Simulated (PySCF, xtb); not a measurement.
C2H7ClSi3, SMILES [SiH2]1[SiH2]C=C[Si@H]1Cl.

GFN2-xTB (xtb 6.7.1) at its own geometry gives an orbital gap of 2.78 eV and a dipole moment of 1.84 D.

Geometry: B3LYP-D3(BJ)/def2-SVP. The structure was generated by enumeration; whether it is a known compound was not checked.

Question: What does PySCF with PBE/def2-TZVP give? (An estimate is asked for; the answer gives what the named calculation found.)

Answer: gap 4.17 eV (levels -6.48 and -2.30 eV), dipole 1.67 D.
